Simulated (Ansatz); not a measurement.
Ansatz (a program for electronic structure) input (B3LYP/6-31G* with LANL2DZ past Ar): The .json file joins the Basis Set Exchange's 6-31G* for atoms up to Ar and LANL2DZ past it.

Ansatz 0.2 input:
```yaml
crystal:
  periodic: [false, false, false]
  atoms:
    - {symbol: Ga, position_ang: [0.03908312, 0.00901922, 0.02739589]}
    - {symbol: H, position_ang: [-0.34102489, -1.49850867, -0.35503713]}
    - {symbol: H, position_ang: [-0.87055175, 1.21891281, -0.49423555]}
basis:
  gaussian:
    orbitals: 6-31Gs+LANL2DZ.json
hamiltonian:
  xc: {name: B3LYP}
magnetization: {spin_polarized: true, initial_magnetization: 1}
relax: {f_tol: 0.003, max_steps: 120}
```

**Question.** What final total energy does it give?

**Answer.** -3.19256 Eh.
